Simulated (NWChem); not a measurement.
Everything below was run with NWChem. System: CH4N, charge 0, spin multiplicity 2, at a geometry optimised with UB3LYP/def2-SVP. The structure started from a generated list of species. Its SCF solution wasn't tested for a lower state. Level: UMP2/def2-SVP, 2 core orbitals frozen.

Part of the output:

```
             Northwest Computational Chemistry Package (NWChem) 7.3.0
             --------------------------------------------------------

                                NWChem Input Module
                                -------------------

 Scaling coordinates for geometry "geometry" by  1.889725989
 (inverse scale =  0.529177249)

 Turning off AUTOSYM since
 SYMMETRY directive was detected!

                             Geometry "geometry" -> ""
                             -------------------------

 Output coordinates in angstroms (scale by  1.889725989 to convert to a.u.)

  No.       Tag          Charge          X              Y              Z
 ---- ---------------- ---------- -------------- -------------- --------------
    1 C                    6.0000     0.59527400    -0.18225500     0.00000000
    2 N                    7.0000    -0.72922400     0.36920100     0.00000000
    3 H                    1.0000     0.77556200    -0.83364500     0.88274800
    4 H                    1.0000     1.35957800     0.61179900     0.00000000
    5 H                    1.0000     0.77556200    -0.83364500    -0.88274800
    6 H                    1.0000    -1.37778000    -0.43538300     0.00000000

 Effective nuclear repulsion energy (a.u.)      36.0412125911

            Nuclear Dipole moment (a.u.)
            ----------------------------
        X                 Y               Z
 ---------------- ---------------- ----------------
    -0.0000037795     0.0000056692     0.0000000000

      Symmetry information
      --------------------

 Group name             Cs
 Group number              2
 Group order               2
 No. of unique centers     5

      Symmetry unique atoms

     1    2    3    4    6


 Summary of "ao basis" -> "" (spherical)
 ------------------------------------------------------------------------------
       Tag                 Description            Shells   Functions and Types
 ---------------- ------------------------------  ------  ---------------------
 *                          def2-svp                  on all atoms

 Summary of "ao basis" -> "ao basis" (spherical)
 ------------------------------------------------------------------------------
       Tag                 Description            Shells   Functions and Types
 ---------------- ------------------------------  ------  ---------------------
 C                          def2-svp                 6       14   3s2p1d
 N                          def2-svp                 6       14   3s2p1d
[...]
     2   0 2 0    -10.829304    -11.489349    -10.436149     11.096194
     2   0 1 1      0.000000      0.000000      0.000000      0.000000
     2   0 0 2     -9.913552     -8.597603     -6.881410      5.565461

                   NWChem MP2 Semi-direct Energy/Gradient Module
                   ---------------------------------------------

  Basis functions       =     48
  Molecular orbitals    =     48
  Frozen core           =      2
  Frozen virtuals       =      0
  Active alpha occupied =      7
  Active beta occupied  =      6
  Active alpha virtual  =     39
  Active beta virtual   =     40
  Use MO symmetry       = T
  Use skeleton AO sym   = T

  AO/Fock/Back tols     =   1.0D-09  1.0D-09  1.0D-09

 GA uses MA = F    GA memory limited = T

 Available:
  local mem=  1.26D+08
 global mem=  1.44D+08
 local disk=  0.00D+00
  mp2_memr nvloc                    39
  nvloc new                    39
   1 passes of   7:        3145728                      11661                   1095568.
   1 passes of   7: M    126154507           G      144174592           F     123008779.

 Semi-direct pass number   1 of   1  for UHF alpha       at        0.3s
  vrange nnbf                  1176
  mp2_eaftype                    10  avail_ma_in_mb                  1099
 EAF : mp2_eaftype filesize          10     547784.
  mp2_eaf for mointskh                     10
Node 0 wrote      2.6 Mb in      0.0 s     Agg I/O rate:  2502.0 Mb/s
 Done moints_semi at        0.4s
  mp2_eaftype                    10  avail_ma_in_mb                  1089
 EAF : mp2_eaftype filesize          10     547784.
  mp2_eaf for kh                    10
 Done maket at        0.4s
 Done multipass loop at        0.4s

 GA uses MA = F    GA memory limited = T

 Available:
  local mem=  1.26D+08
 global mem=  1.44D+08
 local disk=  0.00D+00
  mp2_memr nvloc                    40
  nvloc new                    40
   1 passes of   6:        3145728                      10820                    963621.
   1 passes of   6: M    126154507           G      144174592           F     123008779.

 Semi-direct pass number   1 of   1  for UHF beta        at        0.4s
  vrange nnbf                  1176
  mp2_eaftype                    10  avail_ma_in_mb                  1099
 EAF : mp2_eaftype filesize          10     481811.
  mp2_eaf for mointskh                     10
Node 0 wrote      2.3 Mb in      0.0 s     Agg I/O rate:  2319.5 Mb/s
 Done moints_semi at        0.5s
  mp2_eaftype                    10  avail_ma_in_mb                  1089
 EAF : mp2_eaftype filesize          10     481811.
  mp2_eaf for kh                    10
 Done maket at        0.5s
 Done multipass loop at        0.5s

          -------------------------------------------
          SCF energy                 -94.521679806085
          Correlation energy          -0.283383399902
          Singlet pairs                0.000000000000
          Triplet pairs                0.000000000000
          Total MP2 energy           -94.805063205986
          -------------------------------------------

          ---------------------------------------------------
                    Spin Component Scaled (SCS) MP2
          Same spin pairs                     -0.062594048222
          Same spin scaling factor             0.333333333333
          Opposite spin pairs                 -0.220789351680
          Opposite spin scaling fact.          1.200000000000
          SCS-MP2 correlation energy          -0.285811904757
          Total SCS-MP2 energy               -94.807491710841
          ---------------------------------------------------

 -----------------------
 Performance information
 -----------------------

 Timer overhead =  9.63D-08 seconds/call

               Nr. of calls         CPU time (s)                 Wall time (s)                GFlops
             ---------------    -------------------     ------------------------------   -------------------
Name         Min   Avg   Max    Min     Avg     Max     Min     Avg     Max   Mx/calls   Min     Max     Sum
mp2: moin     2     2     2   0.25    0.25    0.25     0.25    0.25    0.25    0.12      0.0     0.0     0.0
mp2: make     2     2     2   2.58E-2 2.58E-2 2.58E-2  2.58E-2 2.58E-2 2.58E-2 1.29E-2   0.0     0.0     0.0
mp2: tota     1     1     1   0.29    0.29    0.29     0.29    0.29    0.29    0.29      0.0     0.0     0.0

 The average no. of pstat calls per process was 5.00D+00
 with a timing overhead of 4.81D-07s

 Task  times  cpu:        0.5s     wall:        0.5s

 Total times  cpu:        0.5s     wall:        0.5s
```

Write an NWChem input that would produce this output.

One answer among several that fit: 
```
start mol
memory heap 200 mb stack 900 mb global 1100 mb
geometry units angstroms nocenter noautoz
  C      0.595274    -0.182255     0.000000
  N     -0.729224     0.369201     0.000000
  H      0.775562    -0.833645     0.882748
  H      1.359578     0.611799     0.000000
  H      0.775562    -0.833645    -0.882748
  H     -1.377780    -0.435383     0.000000
  symmetry group Cs
end
basis spherical
  * library def2-svp
end
scf
  uhf
  nopen 1
  maxiter 100
  thresh 1e-7
  semidirect memsize 60000000 filesize 0
  # guess.movecs holds the orbitals of an unrestricted PBE0 run
  vectors input guess.movecs output mol.movecs
end
mp2
  freeze core 2
end
task mp2 energy
```
